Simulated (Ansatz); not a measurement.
H8O12Si8 (`O1[SiH]2O[SiH]3O[SiH]4O[SiH]1O[SiH]1O[SiH](O2)O[SiH](O3)O[SiH](O4)O1`), relaxed with RKS PBE0-D4/def2-TZVP in the Gaussian-basis code of Ansatz from a GFN2-xTB geometry. The force threshold is 0.005 eV/Å; the program also tests the step.

Total charge 0; spin multiplicity 1.

Start:

```xyz
28

O     1.600    0.673   -2.023
Si    1.311   -0.912   -2.134
O     1.872   -1.705   -0.843
Si    1.737   -1.874    0.758
O     2.130   -0.508    1.524
Si    1.739    1.046    1.728
O     1.868    1.871    0.345
Si    1.308    2.010   -1.164
O    -0.263    2.383   -1.176
Si   -1.738    1.873   -0.758
O    -2.126    0.506   -1.527
Si   -1.737   -1.049   -1.729
O    -0.260   -1.208   -2.365
O    -1.872   -1.871   -0.345
Si   -1.312   -2.007    1.165
O     0.261   -2.378    1.175
O    -1.606   -0.670    2.023
Si   -1.309    0.913    2.135
O     0.264    1.201    2.367
O    -1.869    1.707    0.844
H     2.021   -1.405   -3.289
H     2.676   -2.890    1.169
H     2.680    1.613    2.663
H     2.018    3.096   -1.794
H    -2.681    2.886   -1.168
H    -2.677   -1.615   -2.665
H    -2.020   -3.094    1.795
H    -2.017    1.407    3.291
```

Q: How much energy does the relaxation release, and in how many steps? (Estimate.)

A: The calculation gave: 25.68 kJ/mol, in 4 steps.

Q: Which bonds change most? (Best estimate.)

A: The calculation gave: Si15–H27 from 1.443 to 1.465 Å; Si2–H21 from 1.443 to 1.465 Å; Si4–H22 from 1.443 to 1.465 Å; Si10–H25 from 1.443 to 1.465 Å.

Q: Give the relaxed structure. (Estimate.)

A: The calculation gave: 
```xyz
28

O     1.593    0.668   -2.012
Si    1.329   -0.926   -2.165
O     1.861   -1.697   -0.839
Si    1.763   -1.900    0.769
O     2.119   -0.504    1.517
Si    1.763    1.062    1.753
O     1.859    1.861    0.343
Si    1.328    2.037   -1.181
O    -0.261    2.370   -1.170
Si   -1.762    1.901   -0.769
O    -2.115    0.504   -1.517
Si   -1.763   -1.063   -1.753
O    -0.261   -1.199   -2.353
O    -1.861   -1.861   -0.343
Si   -1.329   -2.037    1.181
O     0.260   -2.366    1.169
O    -1.597   -0.668    2.012
Si   -1.329    0.925    2.165
O     0.261    1.195    2.354
O    -1.859    1.697    0.839
H     2.049   -1.427   -3.338
H     2.717   -2.931    1.186
H     2.718    1.638    2.703
H     2.050    3.140   -1.821
H    -2.719    2.929   -1.185
H    -2.719   -1.637   -2.703
H    -2.048   -3.141    1.821
H    -2.048    1.428    3.338
```
